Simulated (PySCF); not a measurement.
C₃H₂N₃, SMILES [c]1ncncn1, multiplicity 2. Atoms are numbered in the order given.

```xyz
8

C      0.0000     0.0000    -1.3181
N      0.0000    -1.1781    -0.7523
C      0.0000    -1.1287     0.5904
N      0.0000     0.0000     1.2975
C      0.0000     1.1287     0.5904
N      0.0000     1.1781    -0.7523
H      0.0000    -2.0795     1.1364
H      0.0000     2.0795     1.1364
```
Charge 0, spin multiplicity 2.

The structure is a stationary point at B3LYP-D3(BJ)/def2-SVP. The isomer is the one that the SMILES or the coordinates give; other isomers of the formula were not compared.

All values below come from r2SCAN/def2-TZVP (PySCF).

ESP charges are fitted to the potential on shells at 1.4 to 2.0 van der Waals radii. Atomic charges (e):

```json
[
 {"atom": "C1", "ESP fit": "…", "Löwdin": "-0.17", "meta-Löwdin": "0.18", "Mulliken spin": "0.81"},
 {"atom": "N2", "ESP fit": "…", "Löwdin": "0.12", "meta-Löwdin": "-0.25", "Mulliken spin": "0.04"},
 {"atom": "C3", "ESP fit": "0.96", "Löwdin": "-0.23", "meta-Löwdin": "0.15", "Mulliken spin": "0.05"},
 {"atom": "N4", "ESP fit": "-0.92", "Löwdin": "0.11", "meta-Löwdin": "-0.27", "Mulliken spin": "-0.01"},
 {"atom": "C5", "ESP fit": "0.96", "Löwdin": "-0.23", "meta-Löwdin": "0.15", "Mulliken spin": "0.05"},
 {"atom": "N6", "ESP fit": "…", "Löwdin": "0.12", "meta-Löwdin": "-0.25", "Mulliken spin": "0.04"},
 {"atom": "H7", "ESP fit": "…", "Löwdin": "0.14", "meta-Löwdin": "0.14", "Mulliken spin": "0.01"},
 {"atom": "H8", "ESP fit": "…", "Löwdin": "0.14", "meta-Löwdin": "0.14", "Mulliken spin": "0.01"}
]
```

Question: Some entries are withheld; supply them. (The exact figures need the calculation; the answer reports its results.)

Answer: 
- C1, ESP fit: 0.51
- N2, ESP fit: -0.73
- N6, ESP fit: -0.73
- H7, ESP fit: -0.03
- H8, ESP fit: -0.03

Computed Mayer and Wiberg (Löwdin basis) orders of the bonds:
```json
[
 {"bond": "C1–N2", "Mayer": "1.50", "Wiberg": "1.94"},
 {"bond": "N2–C3", "Mayer": "1.38", "Wiberg": "1.76"},
 {"bond": "C3–N4", "Mayer": "1.44", "Wiberg": "1.81"},
 {"bond": "N4–C5", "Mayer": "1.44", "Wiberg": "1.81"},
 {"bond": "C1–N6", "Mayer": "1.50", "Wiberg": "1.94"},
 {"bond": "C5–N6", "Mayer": "1.38", "Wiberg": "1.76"},
 {"bond": "C3–H7", "Mayer": "0.96", "Wiberg": "0.86"},
 {"bond": "C5–H8", "Mayer": "0.96", "Wiberg": "0.86"}
]
```
